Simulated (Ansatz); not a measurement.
System: SiN$_{2}$H$_{4}$, charge 0, singlet. SiN2H4 (SMILES N[Si]N).
B3LYP-D3(BJ)/def2-TZVP minimum from Ansatz (an electronic-structure program):
```xyz
7

Si    -0.1340    -0.2119     0.6146
N     -1.1776     0.4815    -0.5676
H     -0.9363     0.7938    -1.4979
H     -2.1558     0.6183    -0.3690
N      1.3559    -0.1995    -0.2502
H      2.1977    -0.5519     0.1764
H      1.5221     0.1330    -1.1899
```

Total energies in cc-pV(D+d)Z, 18 correlated electrons, 7 frozen orbitals. UHF or UKS for unpaired electrons; spin-orbit terms are left out. Cores are frozen in correlated methods. No relativity.

| method | program | energy (Eh) | minus CCSDT(Q) (mEh) |
|---|---|---|---|
| HF | Ansatz | -400.20110 | 476.23 |
| MP2 | Ansatz | -400.62959 | 47.73 |
| CCSD | Ansatz | -400.66246 | 14.87 |
| CCSD(T) | Ansatz | -400.67523 | 2.09 |
| CCSDT(Q) | Ansatz | -400.67732 | 0.00 |

Rough core times of Ansatz's runs on a shared machine: CCSD(T) under 20 s, CCSDT(Q) 2 min.
